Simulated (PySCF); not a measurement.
This script is equivalent to a calculation on C³⁺ (carbon, charge +3).

```python
from pyscf import gto, scf, dft, mp, cc
import basis_set_exchange as bse
mol = gto.M(atom="C 0 0 0", charge=3, spin=1, symmetry="D2h",
            basis=gto.basis.parse(bse.get_basis("jorge-DZP-DKH", elements=["C"], fmt="nwchem", header=False)),
            nucmod="G")
mf = dft.UKS(mol, xc="LDA,VWN").sfx2c1e()
mf.irrep_nelec = {'Ag': (2, 1)}
mf.kernel()
```

(1) What total energy does it give?

(2) Which occupied shell lies highest, and where?

(3) What is ⟨S²⟩, and what would a pure spin state give?

Answers

(1) -34.415 hartree (calculated).

(2) 2s α, at -57.255 eV.

(3) 0.750, against 0.75.
